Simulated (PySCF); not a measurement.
Cost against size for one kind of job: PySCF, PBE0-D3(BJ)/def2-SVP geometry optimisation, gas phase; work: geometry optimisation from a GFN2-xTB start. Hardware: one thread of an x86-64 server, shared host. Other jobs ran on the host; a repeat could differ by tens of per cent or more.

```json
{"species (SMILES)": "[O]=[Ti]=[O]", "atoms": "3", "electrons": "38", "basis functions": "59", "SCF cycles": "32", "gradient evaluations": "4", "wall time": "4.1 s"}
{"species (SMILES)": "F[Si-](F)F", "atoms": "4", "electrons": "42", "basis functions": "60", "SCF cycles": "24", "gradient evaluations": "4", "wall time": "3.7 s"}
{"species (SMILES)": "[Cl][Fe][Cl] (quintet state)", "atoms": "3", "electrons": "60", "basis functions": "67", "SCF cycles": "137", "gradient evaluations": "8", "wall time": "?"}
{"species (SMILES)": "[O]=[Cr-2](=[O])(=[O])=[S]", "atoms": "5", "electrons": "66", "basis functions": "91", "SCF cycles": "42", "gradient evaluations": "4", "wall time": "10 s"}
{"species (SMILES)": "[CH3][Sn-]([CH3])[CH3]", "atoms": "13", "electrons": "78", "basis functions": "113", "SCF cycles": "27", "gradient evaluations": "4", "wall time": "15 s"}
{"species (SMILES)": "[N]#[W]([NH2])([NH2])[NH2]", "atoms": "11", "electrons": "108", "basis functions": "118", "SCF cycles": "46", "gradient evaluations": "6", "wall time": "72 s"}
{"species (SMILES)": "C=CCc1cccs1", "atoms": "16", "electrons": "66", "basis functions": "156", "SCF cycles": "42", "gradient evaluations": "6", "wall time": "?"}
{"species (SMILES)": "Cc1ccc(S)cc1", "atoms": "16", "electrons": "66", "basis functions": "156", "SCF cycles": "33", "gradient evaluations": "5", "wall time": "54 s"}
{"species (SMILES)": "C[C@@H]1CC2(CC2)[C@H]1B(O)O", "atoms": "23", "electrons": "76", "basis functions": "205", "SCF cycles": "109", "gradient evaluations": "18", "wall time": "?"}
```

Estimate the withheld figures.

`[Cl][Fe][Cl]`: 35 s; `C=CCc1cccs1`: 90 s; `C[C@@H]1CC2(CC2)[C@H]1B(O)O`: 4.8 min.

With all rows, how does the wall time grow with the number of basis functions N?

A straight line through log(time) against log(N) has slope 2.8 between N = 59 and 205, and the rows scatter about it by a factor of about 2.2 (standard error of the fit). This is a fit to these rows, whose iteration counts differ, not the method's formal scaling.

Which species took longest, and how many times the shortest run?

`C[C@@H]1CC2(CC2)[C@H]1B(O)O`, at 4.8 min: about 78 times the shortest (3.7 s).
